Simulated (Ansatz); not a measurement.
Born–Oppenheimer molecular dynamics of C₂H₁₀N₂Si (15 atoms, charge 0, multiplicity 1). It starts from a rough guess of a transition structure, not a stationary point.

Level of theory: UKS B3LYP-D4/STO-3G in Ansatz 0.2.0.

```yaml
ensemble: NVE (velocity Verlet)
time_step: 0.5 fs
steps_asked: 150
starting_velocities_drawn_for: 1000 K
seed: 528128
```

First frame:

```xyz
15
Properties=species:S:1:pos:R:3
Si -0.292 0.160 -0.220
N 1.279 -1.219 -0.584
N -0.498 -0.232 -1.822
H 0.573 -1.036 -1.712
C 0.563 1.745 0.406
C -1.358 -0.568 1.181
H 2.226 -0.877 -0.568
H 1.232 -2.124 -0.145
H -1.167 0.085 -2.505
H 1.000 1.622 1.393
H 1.355 2.040 -0.274
H -0.140 2.571 0.462
H -2.343 -0.105 1.190
H -1.507 -1.634 1.029
H -0.921 -0.426 2.167
```

Q: How far do the bonds stretch over the last three quarters of this one trajectory? (Pairs bonded in most of those frames.)

A: 
```csv
bond,mean (Å),spread (Å),shortest,longest
Si1–N2,1.810,0.112,1.61,1.99
Si1–N3,1.877,0.054,1.79,1.98
Si1–C5,1.898,0.026,1.85,1.93
Si1–C6,1.889,0.026,1.86,1.94
N2–H7,1.060,0.027,1.00,1.10
N2–H8,1.070,0.044,0.99,1.15
N3–H4,1.082,0.058,0.97,1.18
N3–H9,1.083,0.066,0.97,1.19
C5–H10,1.102,0.024,1.06,1.14
C5–H11,1.102,0.011,1.08,1.12
C5–H12,1.101,0.022,1.07,1.14
C6–H13,1.103,0.039,1.04,1.17
C6–H14,1.106,0.039,1.04,1.17
C6–H15,1.108,0.054,1.02,1.19
```

Mean temperature of the second half: 1302 K. The conserved energy stayed within 0.39 meV per atom of its start (net change 0.19 meV per atom), so the integration is sound. The kinetic energy rose, since the run started high on the potential surface and went downhill. A run of 0.075 ps of so small a system gives no equilibrium averages. The orbitals were unrestricted but ended closed-shell. Limits of this set-up: minimal basis.

The run took 12 min on 1 thread of Arm Neoverse V1, with other jobs on the host, peak memory 0.15 GiB.
